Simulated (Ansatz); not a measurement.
Frontier orbitals of CH$_{3}$BOTe (`O=CB[TeH]`).

| atom | x (Å) | y (Å) | z (Å) |
| --- | --- | --- | --- |
| O1 | -1.900 | 0.096 | 0.189 |
| C2 | -0.928 | -0.448 | -0.284 |
| B3 | 0.408 | 0.308 | -0.630 |
| Te4 | 1.794 | 0.806 | 0.863 |
| H5 | -0.968 | -1.544 | -0.503 |
| H6 | 0.695 | 0.591 | -1.751 |
| H7 | 0.898 | 0.191 | 2.116 |

Total charge 0; spin multiplicity 1. Correlated methods include outer-core shells of Te, which these sets cover unevenly. Te: def2 effective core potential. Geometry: relaxed with PBE0-D4/def2-TZVP. It is one conformer, not always the lowest. Basis def2-TZVPP, the Gaussian-basis code of Ansatz.

Orbital energies of one run (eV). Highest occupied ones, from the top: -5.99, -6.71, -8.17, -9.20, -10.18, -10.90, -11.67, -12.93, -16.20, -17.49, -28.38, -42.63, -42.65, -42.77. Empty: -2.66, -1.89, -1.31, 0.41, 0.89, 1.84.

Problem. Which functional gave them?
A. B97M-V
B. r2SCANh
C. HSE06 (plane-wave form)
D. ωB97M-V

Solution. A. HOMO energies: B97M-V -5.99, ωB97M-V -9.43, HSE06 -6.69, r2SCANh -6.44 eV.
